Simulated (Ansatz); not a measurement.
Input file for Ansatz (a program for electronic structure): R-B3LYP/def2-TZVPP on arsine (SMILES [AsH3]), atoms moved off the minimum.

Ansatz 0.2 input:
```yaml
crystal:
  periodic: [false, false, false]
  atoms:
    - {symbol: As, position_ang: [-0.01702868, 0.04724292, 0.06537806]}
    - {symbol: H, position_ang: [-0.71997100, -1.05071091, -0.75734001]}
    - {symbol: H, position_ang: [-0.36974749, 1.16563450, -0.74156914]}
    - {symbol: H, position_ang: [1.09943579, -0.14341888, -0.83027233]}
basis:
  gaussian:
    orbitals: def2-TZVPP
hamiltonian:
  xc: {name: B3LYP}
scf: {lower_state_search: off}
output: {forces: true}
```

The head of its log:

```
WARN ansatz: RAYON_NUM_THREADS=1 ignored (pool sized by the plan → 1); use --threads N
Functional definition: B3LYP
these checks for a lower state are left out or cut short: stability, starts, cluster_reference, orbital_swaps, neighbouring_geometries, increment
integrals: 0.02 GiB planned
593 factors; their error is unknown
mean field: 0.21 GiB planned
mean field evaluation 1: about -60890.3715 eV, gradient 1.4e1 eV
mean field evaluation 2: about -60890.6589 eV, gradient 8.2e0 eV
```

What total energy does the run end on?

-2237.7019 hartree.
